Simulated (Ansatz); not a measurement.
Consider the cleavage of the Si–Ge bond: `[OH][GeH2][SiH](O)O` + `O[Si](F)(F)F` → `O[SiH](O)O[Si](F)(F)F` + `[OH][GeH3]`.

Calculated with Ansatz (gas phase, PBE0-D4/def2-TZVP geometries, no zero-point term in ΔE). CCSD(T)/CBS is the MP2 limit (def2-TZVPP, def2-QZVPP) plus CCSD(T) − MP2 in def2-TZVPP, frozen cores. DFT in def2-TZVPP. For Ge outer-core shells are correlated without core-valence functions, which leaves a few kJ/mol of doubt a bond. Scalar relativity is left out up to krypton. Each species was taken in one conformer, which may not be the lowest.

(1) Is it downhill or uphill in electronic energy at CCSD(T)/CBS, and by how much? (An estimate is asked.)

(2) What do these levels give: ωB97M-V, B2PLYP, HF/def2-TZVPP, HF/def2-QZVPP, MP2/def2-QZVPP, MP2/CBS(def2)? (Best estimate.)

Largest T1 diagnostic among the species: 0.012.

Results:

(1) Computed: Downhill: ΔE = -131.6 kJ/mol.

(2) Ansatz gave: ωB97M-V -130.7, B2PLYP -133.6, HF/def2-TZVPP -165.5, HF/def2-QZVPP -169.7, MP2/def2-QZVPP -135.7, MP2/CBS(def2) -133.4 kJ/mol.

In def2-TZVPP, CCSD(T) changes the Hartree–Fock value by +31.9 kJ/mol (the triples alone add +4.6 kJ/mol) and MP2 by +30.1 kJ/mol. From PBE to PBE0 (25 % exact exchange), in def2-TZVPP and without D4, ΔE moves by −12.3 kJ/mol.
